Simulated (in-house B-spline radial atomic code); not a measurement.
Configurations of the rhodium ion Rh⁸⁺, with energies counted from [Kr] 4d1. Level of theory: non-relativistic BLYP, spin-polarised, spherical fractional occupations, point nucleus; calculated with an all-electron radial atomic-structure program (B-spline basis). Shells without spins written out take the highest spin.

Occupations are held fixed; configurations that lie above the ionisation limit could autoionise.

```csv
configuration,E - E(ref) (eV),highest orbital,its <r> (bohr)
[Kr] 5s1,36.619,5s up,1.909
"[Kr] 5p(0 up, 1 down)",47.241,5p down,2.036
[Ar] 3d10 4s2 4p5 4d1 5s1,85.439,5s up,1.898
[Ar] 3d10 4s2 4p5 4d1 5p1,96.163,5p up,2.023
[Ar] 3d10 4s2 4p5 4d1 4f1,98.964,4f up,1.408
"[Ar] 3d10 4s2 4p(2 up, 3 down) 4d(1 up, 0 down) 5d(1 up, 0 down)",115.37,5d up,2.317
```

Q: Order these further configurations by energy, lowest first.
A. [Kr] 5f(0 up, 1 down)
B. [Ar] 3d9 4s2 4p6 4d1 5f1
C. [Ar] 3d10 4s2 4p5 4d1 5d1
D. [Ar] 3d9 4s2 4p6 4d2
E. [Ar] 3d9 4s2 4p6 4d1 5s1

A: A (83.267 eV), C (113.84 eV), D (327.5 eV), E (367.76 eV), B (415.12 eV).

Q: How far above the reference does [Ar] 3d(5 up, 4 down) 4s2 4p6 4d(1 up, 0 down) 5s(0 up, 1 down) lie?

A: 368.25 eV; its least bound orbital is 5s down with <r> = 1.889 bohr.

Q: How far above the reference does [Ar] 3d10 4s2 4p5 4d1 5f1 lie?

A: 132.41 eV; its least bound orbital is 5f up with <r> = 2.81 bohr.
